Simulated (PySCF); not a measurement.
**Ru: ionisation energy**

Ru [Kr] 4d7 5s1 (5F) → Ru⁺ [Kr] 4d7 (4F), as a difference of total energies. Computed with PySCF 2.14 in cc-pVTZ-PP with ECP28MDF (5s5p4d2f1g, 63 functions), with scalar relativity through the core potential. Correlated levels: valence: 4s2 4p6 frozen. The calculations carry no spin-orbit coupling.

```
           method  ionisation energy (eV)  error (eV)
              UHF                   6.291      -1.074
           M06-2X                   7.207      -0.158
             PBE0                   7.518      +0.153
    MP2 (valence)                   7.100      -0.265
SCS-MP2 (valence)                   6.843      -0.522
```

Reference: 7.365 eV (measured; NIST levels, between the centres of gravity of the two terms).

Errors of the correlated levels include the incompleteness of this basis and the frozen core.
